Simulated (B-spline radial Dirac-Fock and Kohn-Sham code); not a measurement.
## Binding energies of Kr⁺ at several levels of theory

System: the Kr⁺ ion, configuration 1s2 2s2 2p6 3s2 3p6 3d10 4s2 4p5.

The density-functional columns are spherical, spin-unpolarised Dirac-Kohn-Sham results without Breit or QED terms: −ε is minus the orbital energy of the initial state and ΔSCF the difference of two total energies. The reference in the last column comes from Dirac-Fock (average of configuration) total-energy differences with a finite nucleus, the Breit interaction including its frequency dependence, and self-energy and vacuum-polarisation corrections. All numbers are from a radial finite-basis atomic code, in eV; a selection of levels is shown. For the 1s level of heavy atoms much of the gap between ΔSCF and the reference is the Breit and QED part, -32.9 eV here; for other levels the error of the functional can be larger.

```
level   PBE −ε  PBE ΔSCF   LDA −ε  LDA ΔSCF  Dirac-Fock
    K  14165.3   14392.1  14142.3   14368.5     14339.5
   L1   1875.5    1912.7   1872.9    1910.3      1943.9
   L2   1696.0    1741.9   1695.2    1741.2      1745.4
   M1    275.8     289.7    274.9     288.8       308.9
   M2    212.4     226.2    212.1     226.0       238.0
   M4    94.04     107.6    94.34     108.0       106.4
   M5    92.73     106.3    93.04     106.6       105.2
   N1    33.97     40.33    34.15     40.52       41.68
 N2,3    19.55     25.18    19.71     25.35       24.15
```

Question: Order the estimates of the K (1s) level by their distance from the Dirac-Fock value, nearest first.
A. PBE −ε
B. PBE ΔSCF
C. LDA −ε
D. LDA ΔSCF

Answer: D (29.0 eV), B (52.6 eV), A (174.3 eV), C (197.2 eV).

Values without a named source are computed, but for edge energies of neutral atoms, which are taken from tables.
